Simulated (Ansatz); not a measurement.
Coupled-cluster diagnostics for Cr2S3, Ansatz.

Geometry of the singlet (PBE0-D4/def2-SVP):

Cartesian coordinates in Å:
```
Cr 0.2828 0.7987 0.1144
Cr -0.2827 -0.7988 -0.1145
S -1.6526 0.7237 -0.9758
S -0.0474 -0.2744 2.0323
S 1.6999 -0.4493 -1.0564
```

Correlated methods freeze 25 core orbitals; core or outer-core shells of Cr are correlated, in sets that lack core-valence functions. The structure comes from a short search, and lower isomers may exist.

(1) Estimate the CCSD(T) correlation energy, the shares of MP2 and (T), T1 and the reference's ⟨S²⟩ for: charge 0, singlet, own geometry in def2-TZVP; and the rough time on 4 threads of AMD EPYC 7R43 on a shared host.

## Answers

(1) 
```json
{"state": "charge 0, singlet, own geometry", "basis": "def2-TZVP", "correlation (eV)": "-51.157", "MP2 share (%)": "92.9", "(T) share (%)": "8.8", "T1": "0.138", "⟨S²⟩ (pure)": "0.00 (0.00)", "wall time": "5 min", "remarks": "flagged by the program, large T1, restricted SCF unstable"}
```
Customary marks for T1 are 0.02 (closed shells), 0.045 (open shells) and about 0.05 (3d metals). T1 exceeds 0.02 in 1 of 1 rows and 0.045 in 1; the higher it lies, the less the single-reference result can be trusted.
